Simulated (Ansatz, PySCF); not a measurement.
The pair A = CH5N (SMILES CN) (first 7 atoms), B = CH2O2 (SMILES O=CO); geometry from B3LYP-D3(BJ)/def2-TZVP.
(charge 0, multiplicity 1):
```xyz
12

C      0.1951     0.6462     0.1549
N     -0.5601    -0.4425     0.7931
H      0.9855     0.9585     0.8359
H     -0.4698     1.4936    -0.0117
H      0.6467     0.3639    -0.8006
H      0.0563    -1.2240     0.9904
H     -1.3030    -0.7782     0.1909
O      1.1981    -0.1333     3.3673
C      0.1816     0.2483     3.8988
O     -1.0030     0.3544     3.3240
H      0.1370     0.5581     4.9537
H     -0.9283     0.0488     2.3515
```

Rows in 6-31G* carry no dispersion term and start afresh at each structure (6-31G* with six Cartesian d functions). MP2/6-31G* freezes PySCF's default core.

Programs: Ansatz (a quantum-chemistry and plane-wave program); PySCF for 6-31G* rows. 

Total energies (hartree), monomers frozen at their geometry in the pair:

| structure | HF/6-31G* | HF/aug-cc-pVDZ | MP2/6-31G* |
|---|---|---|---|
| AB | -283.9866734 | -284.0402685 | -284.7731266 |
| A in the pair's basis | -95.2105199 | -95.2310945 | -95.5094556 |
| B in the pair's basis | -188.7584893 | -188.7931936 | -189.2427532 |
| A | -95.2091480 | -95.2305230 | -95.5061544 |
| B | -188.7564271 | -188.7927477 | -189.2392035 |

Q: Work out the interaction energy without and with the counterpoise correction, and the superposition error, for each level.

A: 
E(AB) − E(A) − E(B), times 627.509 kcal/mol, with the monomers in their own basis and then in the pair's basis:
- HF/6-31G*: -13.24 uncorrected, -11.08 corrected; the monomers gain 2.15 kcal/mol from borrowed functions
- HF/aug-cc-pVDZ: -10.67 uncorrected, -10.03 corrected; the monomers gain 0.64 kcal/mol from borrowed functions
- MP2/6-31G*: -17.43 uncorrected, -13.13 corrected; the monomers gain 4.30 kcal/mol from borrowed functions
